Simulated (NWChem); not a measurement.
Species: SiNH5Se; SMILES [SiH3][Se]N

```xyz
8

Se     0.4449     0.5487     0.0000
N     -1.3569     1.0936     0.0000
H     -1.5092     1.6759    -0.8225
H     -1.5092     1.6759     0.8225
Si    -0.1356    -1.6595     0.0000
H      1.1447    -2.4328     0.0000
H     -0.9288    -1.9981    -1.2177
H     -0.9288    -1.9981     1.2177
```
Atoms are numbered in this order, from 1.

Results from NWChem. Geometry: optimised at PBE0/def2-SVP. Level MN15/def2-SVP: energy and gradient on several grids; changes count from the extra-fine grid, which is no exact limit either.

| grid | size of the energy change (μHa) | largest change of a gradient component (μHa/bohr) |
|---|---|---|
| xcoarse | 20000 | 3000 |
| coarse | 100 | 300 |
| medium | < 10 | 70 |
| fine | < 10 | < 30 |
| xfine | < 10 | < 30 |
